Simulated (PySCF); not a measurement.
CH3Si, neutral, multiplicity 2. Atoms are numbered in the order given.

```xyz
5

C     -1.0985     0.0156     0.0000
Si     0.7902     0.0051     0.0000
H     -1.5568     0.4463     0.8946
H     -1.5568     0.4463    -0.8946
H     -1.3577    -1.0574     0.0000
```
Charge 0, spin multiplicity 2.

Coordinates come from a PBE0-D3(BJ)/def2-TZVP optimisation. The isomer is the one that the SMILES or the coordinates give; other isomers of the formula were not compared.

Level of theory: CAM-B3LYP/def2-TZVPD (PySCF).

The molecule is in vacuum.

```yaml
total_energy: -329.31522 hartree
point_group: Cs
"α spin, highest occupied and lowest empty level": -6.02 and -1.43 eV
"β spin, highest occupied and lowest empty level": -8.44 and -1.24 eV
dipole_moment: 1.14 D
quadrupole, principal values (traceless, Buckingham form, about the centre of nuclear charge): -2.74, -1.84, 4.59 D·Å
mean_static_polarisability: 49.8 bohr³ (7.38 Å³)
polarisability_principal_values: 42.5, 50.4, 56.5 bohr³
"⟨S²⟩": 0.757 (pure state 0.75)
```
